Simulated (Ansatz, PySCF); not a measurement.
The scaffold SiH2(OH)-X carries different groups X. All species are isolated molecules in the gas phase. One relaxed conformer stands for each flexible species; it need not be the lowest. Strings in code marks are SMILES.

Quantity: vertical ionisation energy (energy after one electron is removed minus that of the parent at the parent's geometry), in eV.

Level 1: frozen-core CCSD(T)/def2-TZVPP // PBE0-D4/def2-TZVP (Ansatz, a first-principles code)
Level 2: PBE-D3(BJ)/def2-TZVP // PBE0-D4/def2-TZVP (PySCF)
Level 3: B3LYP/6-31G* // PBE0-D4/def2-TZVP (PySCF)
Level 4: minus the HOMO energy of HF/3-21G // PBE0-D4/def2-TZVP (PySCF)

```tsv
species	level 1	level 2	level 3	level 4
`O[SiH2]Br` (H–O–Si–Br torsion 58°)	10.92	10.34	10.66	11.19
`O[SiH2]F` (H–O–Si–F torsion 72°)	12.34	11.41	11.74	12.90
`C=C[SiH2]O` (C–C–Si–O torsion -6°, C–Si–O–H torsion -73°)	10.45	9.84	9.91	10.39
`CN[SiH2]O` (C–N–Si–O torsion 83°, N–Si–O–H torsion -73°)	9.32	9.00	9.01	10.17
`O[SiH2][SiH3]` (H–O–Si–Si torsion 59°)	10.14	9.64	9.83	10.61
`CS[SiH2]O` (C–S–Si–O torsion 152°, S–Si–O–H torsion -50°)	9.25	8.96	9.12	9.96
`O[SiH2]S` (H–O–Si–S torsion -52°, O–Si–S–H torsion -65°)	10.08	9.80	9.99	10.80
`B[SiH2]O`	10.46	9.87	10.06	11.01
```
